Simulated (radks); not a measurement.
Numerical settings for neutral technetium, [Kr] 4d5 5s2. All-electron calculation, Dirac Kohn-Sham, PBE, spin-unpolarised, spherical densities, finite nucleus; open shells are shared between the two j in proportion to 2j + 1; Fermi nuclear charge, rms radius 4.4112 fm. Program: a radial shooting solver on a logarithmic mesh with Libxc functionals. The defaults (mesh step 0.008 in ln r, mesh end at 40 bohr or more with all orbitals vanishing there, Anderson mixing 0.5 over 9 steps, residual threshold near 1e-9 with the energy settled to 1e-9 hartree or 1e-11 of itself, here a cap of 63 iterations) give E = -4286.2062 hartree and 5s1/2 at -5.043 eV in 14 iterations. Run on one thread of a shared host, so times are rough (Intel(R) Xeon(R) Platinum 8559C): 0.11 s of CPU time, 0.11 s wall, 14 iterations on 2437 mesh points. Changes against that run (0 stands for a change within the tolerance of the run):

| setting | iterations | converged | E (mhartree) | e(5s1/2) (meV) | CPU (s) |
|---|---|---|---|---|---|
| mesh step in ln r 0.012 | 14 | yes | 0 | 0 | 0.08 |
| mesh step in ln r 0.08 | 4 | no | diverged | - | 0.01 |
| mesh step in ln r 0.03 | 14 | yes | +0.000367 | 0 | 0.04 |
| mesh end (bohr) 20 | 14 | yes | 0 | 0 | 0.11 |
| mesh end (bohr) 2 | 13 | level above zero | +1.6e+04 | +1.45e+05 | 0.08 |
| residual threshold 0.001 | 8 | yes | +0.000169 | +2.36 | 0.08 |
| residual threshold 1e-05 | 10 | yes | 0 | +0.14 | 0.09 |
| mixing 0.2 | 18 | yes | 0 | 0 | 0.14 |
| linear mixing, mixing 0.5 | 30 | yes | 0 | 0 | 0.18 |
| linear mixing, mixing 0.2 | 63 | no | 0 | 0 | 0.36 |
| mixing history 3 | 16 | yes | 0 | 0 | 0.12 |
| iteration cap 5 | 5 | no | +0.00128 | +5.61 | 0.05 |

Settled on a wrong energy, with an occupied level pushed above zero by the early mesh end: mesh end (bohr) 2 (+16 hartree). Apart from these: no run marked as converged misses the energy by more than 1 mhartree. A mesh that ends early acts as a hard wall.
